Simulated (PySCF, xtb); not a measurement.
Breaking a bond: MgCl, doublet.

Levels: UHF/3-21G = PySCF with unrestricted Hartree-Fock/3-21G; GFN1-xTB (xtb); UKS-B3LYP/LANL2DZ = unrestricted B3LYP/LANL2DZ, with its core potentials past Ne (PySCF).

Energies are in kJ/mol, each relative to the lowest point of its own curve near equilibrium.

```tsv
R / Å	UHF/3-21G	GFN1-xTB	UKS-B3LYP/LANL2DZ
1.78	273.5	216.8	231.9
1.87	163.6	112.9	135.3
1.98	77.4	44.9	61.1
2.10	25.5	11.6	18.2
2.14	15.3	6.1	10.3
2.21	4.1	1.0	2.1
2.26	0.3	0.0	0.0
2.34	0.0	1.6	1.6
2.41	4.3	5.4	6.9
2.58	26.4	20.3	29.5
2.77	61.7	42.3	63.0
3.00	109.2	71.5	105.7
3.32	172.3	108.7	157.6
```

At the longest distance, 3.32 Å, UHF/3-21G lies highest above its minimum (172.3 kJ/mol) and GFN1-xTB lowest (108.7 kJ/mol).

The scan ran from 1.78 to 8.83 Å; beyond the distances shown one of the unrestricted levels run for this scan, shown here or not, changes its spin distribution in one step.
